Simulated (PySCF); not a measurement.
# Working out the ionisation energy of Hg

Hg [Xe] 4f14 5d10 6s2 (1S) → Hg⁺ [Xe] 4f14 5d10 6s1 (2S). All numbers are calculated (PySCF 2.14, the spin-free X2C one-electron Hamiltonian (Gaussian nucleus), in x2c-TZVPPall (11s7p7d3f1g, 97 functions)). Frozen: [Kr] 4d10 4f14. Energies in hartree (1 hartree = 27.21139 eV):

```csv
part,Hg (lower),Hg⁺ (upper)
UHF,-19619.905412,-19619.592263
MP2 opposite-spin,-0.430489,-0.381346
MP2 same-spin,-0.217130,-0.195878
```

Problem. What does Hartree-Fock give?

Solution. (-19619.592263) − (-19619.905412) = 0.313149 hartree = 8.521 eV.

Problem. What do MP2 and SCS-MP2 (6/5 opposite-spin, 1/3 same-spin) give?

Solution. The opposite-spin parts differ by 1.337 eV and the same-spin parts by 0.578 eV. MP2: 8.521 + (1.337) + (0.578) = 10.436 eV. SCS-MP2: 8.521 + 1.2 × (1.337) + (0.578)/3 = 10.318 eV.

Measured between the centres of the two terms (NIST): 10.438 eV, so MP2 (valence and next inner shell) is off by -0.002 eV.

What remains against the reference includes basis incompleteness, the frozen core and correlation beyond second order.
